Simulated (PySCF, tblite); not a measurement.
Isomers of C8H10O. Method: GFN2-xTB as coded in tblite; computed harmonic values from a numerical Hessian at the method's own geometry, unscaled. The method is semi-empirical: single wavenumbers can be off by several per cent or more. One conformer each.

Electronic energies: PBE0/pcSseg-1 single points on the GFN2-xTB geometries (PySCF, gas phase).

```
                          SMILES  electronic energy, lowest = 0 (kJ/mol)
             C=CC(=C)C(=C)C(C)=O                                   113.2
CO[C@@]12C=C[C@H]3[C@@H]1[C@]32C                                   240.0
                C=CCC1=CC(=O)CC1                                     0.0
```

Task: How do GFN2-xTB zero-point energies change the relative energies?

Result: 
| SMILES | ZPE (kJ/mol) | of it from modes above 1550 cm⁻¹ | electronic (kJ/mol) | with ZPE, lowest = 0 (kJ/mol) | lowest mode (cm⁻¹) | rings |
| --- | --- | --- | --- | --- | --- | --- |
| C=CCC1=CC(=O)CC1 | 408.1 | 212.1 | 0.0 | 0.0 | 26 | 1 |
| C=CC(=C)C(=C)C(C)=O | 397.7 | 224.9 | 113.2 | 102.8 | 39 | 0 |
| CO[C@@]12C=C[C@H]3[C@@H]1[C@]32C | 406.2 | 201.4 | 240.0 | 238.1 | 79 | 4 |

The zero-point energies span 10.4 kJ/mol, from `C=CC(=C)C(=C)C(C)=O` to `C=CCC1=CC(=O)CC1`. The order is unchanged.

Task: And how do the electronic energies of GFN2-xTB itself compare?

Result: `C=CCC1=CC(=O)CC1` 0.0; `C=CC(=C)C(=C)C(C)=O` 136.6; `CO[C@@]12C=C[C@H]3[C@@H]1[C@]32C` 135.9 kJ/mol, lowest = 0. Against the energies above, taken from the same isomer `C=CCC1=CC(=O)CC1`, the largest difference is 104.1 kJ/mol.

Task: What do entropy and thermal enthalpy add at 298.15 K and 1 bar (rigid rotor, harmonic oscillator, one conformer each)?

Result: 
```
                          SMILES  point group  symmetry number  S (J/(mol K))  H − H(0) (kJ/mol)  ZPE + H − H(0) − TS (kJ/mol)
                C=CCC1=CC(=O)CC1           C1                1          403.3              26.48                         314.3
             C=CC(=C)C(=C)C(C)=O           C1                1          422.2              29.97                         301.8
CO[C@@]12C=C[C@H]3[C@@H]1[C@]32C           C1                1          381.1              25.63                         318.2
```
